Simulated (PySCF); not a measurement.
## Electric field gradients and quadrupole coupling constants

Compound: C6H10F2SSi.
Cartesian coordinates in Å at the GFN2-xTB level; atoms count from 1:
```
atom  x, y, z in Å
C1     4.7583    0.1114   -0.5557
C2     3.3367    0.2463   -0.3494
C3     2.1617    0.3569   -0.1382
C4     0.7267    0.4746    0.0213
F5     0.2486    1.5638   -0.7023
C6    -0.0183   -0.7818   -0.4267
F7     0.5149   -1.2664   -1.6100
Si8   -1.8770   -0.4390   -0.7334
S9    -2.6511    0.1078    1.1830
C10   -4.4027    0.3084    0.7377
H11    4.9574   -0.1185   -1.6017
H12    5.2630    1.0398   -0.2907
H13    5.1458   -0.6951    0.0657
H14    0.4606    0.6791    1.0684
H15    0.1562   -1.5676    0.3163
H16   -2.0640    0.6299   -1.7039
H17   -2.5025   -1.6887   -1.1605
H18   -4.5042    1.1162    0.0208
H19   -4.7808   -0.6192    0.3211
H20   -4.9345    0.5529    1.6509
```

Field gradients from the PBE0/pcSseg-1 density (PySCF, non-relativistic), principal values in atomic units, ordered |Vxx| ≤ |Vyy| ≤ |Vzz|:

```tsv
atom	Vxx	Vyy	Vzz
S9	0.2223	2.1368	-2.3591
```

Find the asymmetry η = (Vxx − Vyy)/Vzz and the couplings χ = eQV/h (234.96 MHz × Q in barn × V in au), with Q(33S) = −0.0678 b.

```json
{"atom": "S9", "environment": "sulfur bonded to C and Si", "nucleus": "33S", "η": "0.81", "χzz (MHz)": "37.58", "χxx (MHz)": "-3.54", "χyy (MHz)": "-34.04"}
```

The tensor is traceless: Vxx + Vyy + Vzz = 0.

What is Vzz at S9 in SI units (1 au = 9.71736 × 10²¹ V/m²)?

-2.3591 au = -22.925 × 10²¹ V/m².

And the gradient at the other heavy atoms, for which no coupling is worked out here?

| atom | environment | Vzz (au) | η |
| --- | --- | --- | --- |
| C1 | propargylic carbon | 0.132 | 0.06 |
| C2 | alkyne carbon | -0.296 | 0.42 |
| C3 | alkyne carbon | -0.195 | 0.18 |
| C4 | sp3 C–F carbon | 0.490 | 0.35 |
| F5 | alkyl fluorine | 3.116 | 0.05 |
| C6 | sp3 C–F carbon | 0.537 | 0.28 |
| F7 | alkyl fluorine | 3.127 | 0.04 |
| Si8 | SiH2 silicon | 0.475 | 0.59 |
| C10 | S-methyl carbon | 0.308 | 0.03 |

Were the hydrogens deuterons (Q(2H) = 0.00286 b), χzz would run from 109 kHz (H17) to 213 kHz (H20).

Isolated species at its GFN2-xTB geometry (one conformer only). GFN2-xTB bond lengths can be off by several hundredths of an ångström, more for odd bonds, and the gradients follow them. These gradients aren't converged with respect to the basis.
